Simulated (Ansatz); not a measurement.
Species: SnF2 (charge 0, triplet). This is an excited triplet: at this geometry the singlet lies 3.19 eV lower at RI-MP2/CBS(def2-TZVPPD,def2-QZVPPD)+[CCSD(T)-MP2]/def2-TZVPPD. 
Coordinates optimised at B3LYP-D3(BJ)/def2-TZVP (Ansatz, an electronic-structure program):
```
Sn
F 1 1.9491
F 1 1.9491 2 115.42
```
Charge 0, spin multiplicity 3.

Basis-set convergence of Hartree-Fock and CCSD(T) correlation energies (hartree) with Ansatz. Cores are frozen in the correlated levels unless marked. Open shells are spin-unrestricted. Spin-orbit coupling is left out. Frozen are the shells of the preceding noble gas and the d and f shells that filled before the atom's block. Past Kr the def2 sets carry scalar-relativistic core potentials.

| basis | functions | E(HF) | E(corr, CCSD(T)) |
|---|---|---|---|
| def2-SVP | 54 | -412.03071 | -0.44071 |
| def2-TZVPP | 112 | -412.30537 | -0.59020 |
| def2-QZVPP | 196 | -412.31865 | -0.64514 |

Extrapolating the two largest sets (X = 3 and 4) as X^-3: E(corr) = (64·(-0.64514) - 27·(-0.59020))/37 = -0.6852 Eh, an estimate of the basis-set limit. The largest set recovers 94.1 % of it, the smallest 64.3 %.
